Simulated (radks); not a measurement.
The numbers below are computed, except where a source is named.
Problem. All-electron atom: Fe II in [Ar] 3d6 4s1. Code: a radial shooting solver on a logarithmic mesh with Libxc functionals. Model: scalar-relativistic Kohn-Sham, PBE, spin-unpolarised, spherical densities, point nucleus. Some entries of the table are withheld. Estimate them.

orbital  occ.  eigenvalue (Ry)  <1/r> (bohr^-1)
1s          2        -515.0429              (1)
2s          2              (2)            5.559
2p          6              (3)            5.454
3s          2         -7.53683            1.746
3p          6              (4)            1.604
3d          6         -1.17275              (5)
4s          1              (6)           0.4793

Solution. 
(1) 1s <1/r> (bohr^-1): 25.98
(2) 2s eigenvalue (Ry): -60.86619
(3) 2p eigenvalue (Ry): -51.95399
(4) 3p eigenvalue (Ry): -5.04071
(5) 3d <1/r> (bohr^-1): 1.219
(6) 4s eigenvalue (Ry): -0.90615
